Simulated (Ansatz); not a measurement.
Reaction (cleavage of the Si–Si bond): `C[SiH](C)[SiH2]Cl` + `[NH2][AlH2]` → `C[SiH](C)[NH][AlH2]` + `[SiH3]Cl`

Isolated molecules relaxed with PBE0-D4/def2-TZVP in Ansatz; ΔE leaves out vibrations. CCSD(T)/CBS is the MP2 limit (def2-TZVPP, def2-QZVPP) plus CCSD(T) − MP2 in def2-TZVPP, frozen cores. This one scheme is used for every species. Functionals use def2-TZVPP. Each species was taken in one conformer, which may not be the lowest.

`C[SiH](C)[SiH2]Cl`:

Z-matrix (Å, degrees):
```
C
Si 1 1.874
H 1 1.093 2 110.5
H 1 1.093 2 110.6 3 -119.8
H 1 1.092 2 111.3 3 120.1
C 2 1.874 1 111.6 3 62.2
Si 2 2.342 1 108.9 3 -58.1
H 2 1.494 1 109.9 3 -175.7
H 6 1.093 2 110.5 1 -62.1
H 6 1.093 2 110.6 1 57.6
H 6 1.092 2 111.3 1 177.8
Cl 7 2.076 2 107.2 1 60.6
H 7 1.487 2 113.6 1 178.5
H 7 1.487 2 113.6 1 -57.3
```

`[NH2][AlH2]`:

```xyz
6

N     0.342    0.869   -0.090
Al   -0.302   -0.767    0.079
H     1.315    1.116   -0.007
H    -0.210    1.688   -0.283
H     0.720   -1.938    0.384
H    -1.864   -0.968   -0.084
```

`C[SiH](C)[NH][AlH2]`:

Cartesian coordinates in Å:
```
C 0.332 -1.553 -1.266
Si 0.368 -0.272 0.096
C 1.807 0.890 -0.186
N -1.134 0.588 0.199
Al -2.281 0.715 1.553
H 0.182 -1.082 -2.243
H 1.273 -2.108 -1.308
H -0.478 -2.269 -1.111
H 0.529 -0.950 1.414
H 1.698 1.426 -1.133
H 2.753 0.342 -0.222
H 1.874 1.631 0.614
H -1.388 1.093 -0.641
H -3.582 1.593 1.331
H -1.955 -0.042 2.903
```

`[SiH3]Cl`:

```xyz
5

Si   -0.042   -0.098    0.072
Cl    0.623    1.467   -1.079
H     0.429   -1.363   -0.537
H    -1.521   -0.061    0.107
H     0.511    0.055    1.437
```

| species | r2SCAN-D4 energy (Eh) |
| --- | --- |
| `C[SiH](C)[SiH2]Cl` | -1120.81640 |
| `[NH2][AlH2]` | -299.57926 |
| `C[SiH](C)[NH][AlH2]` | -668.91849 |
| `[SiH3]Cl` | -751.49774 |

(1) Work out ΔE.

Largest T1 diagnostic among the species: 0.011.

## Answers

(1) ΔE = (-668.91849) + (-751.49774) − (-1120.81640) − (-299.57926) = -0.02057 Eh = -54.0 kJ/mol. CCSD(T)/CBS gives -60.5 kJ/mol.

From PBE to PBE0 (25 % exact exchange), in def2-TZVPP and without D4, ΔE moves by −6.9 kJ/mol. In def2-TZVPP, CCSD(T) changes the Hartree–Fock value by +14.1 kJ/mol (the triples alone add +1.8 kJ/mol) and MP2 by +9.1 kJ/mol.
